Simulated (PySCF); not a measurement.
Compound: C5H3FOS.
SMILES: `O=C(F)c1cccs1`

A linear-response calculation (PySCF, def2-SVPD basis, gas phase, vertical, core orbitals frozen in the response) gave these numbers; the functional is withheld.

Orbital energies (eV): HOMO-3 -12.48, HOMO-2 -11.15, HOMO-1 -9.84, HOMO -9.53, LUMO -0.49, LUMO+1 1.77, LUMO+2 1.98.

```
state  E (eV)       f  main configurations (H = HOMO, L = LUMO)
   S1    5.02   0.172                    H→L (80%), H-1→L (16%)
   S2    5.32   0.154                    H-1→L (79%), H→L (16%)
   S3    5.49  0.0001                               H-2→L (88%)
   S4    6.73  0.0000                H-1→L+1 (39%), H→L+1 (31%)
   S5    6.78  0.0018                H→L+1 (40%), H-1→L+1 (30%)
   S6    7.11  0.0016                               H-3→L (96%)
```

Triplets (Tamm–Dancoff): T1 3.38 eV, H→L (87%), H-1→L (8%); T2 4.00 eV, H-1→L (88%); T3 5.07 eV, H-2→L (84%), H-2→L+2 (8%); T4 5.64 eV, H→L+2 (76%), H-4→L (13%).

Vertical ionisation energy by ΔSCF with the same functional: 9.69 eV. Mean static polarisability: 78.4 au.

**Question.** Which of these was used?
A. PBE
B. B3LYP
C. wB97X-D
D. HF

**Answer.** C. wB97X-D is range-separated, 22% exact exchange at short range and 100% at long range (ω = 0.2 bohr⁻¹). In this run −ε(HOMO) = 9.53 eV differs from the ΔSCF value by -0.15 eV, and S1 differs from the orbital gap of 9.04 eV by -4.02 eV. The ratio −ε(HOMO)/IP is 0.98. Small neutral molecules mostly give 0.89 to 0.99 with wB97X-D, 0.5 to 0.7 with PBE, 0.67 to 0.83 with B3LYP; with Hartree–Fock the ratio is 1 or more (Koopmans' value less the relaxation energy is the ΔSCF value).

Method: PySCF 2.14.0, density-fitted response routines, TDDFT wB97X-D/def2-SVPD, vertical, gas phase, core orbitals frozen in the response. Isolated species at its PBE0-D3(BJ)/def2-SVP geometry (one conformer only).

On an Arm Neoverse V1 with one thread, shared host, this took 2.3 min (with the writing of density and orbital grids) and 1.1 GiB of memory at its peak.

Shape of the structure used: `[O:1]=[C:2]([F:3])[c:4]1[cH:5][cH:6][cH:7][s:8]1`: O1–C2–C4–C5 179°.
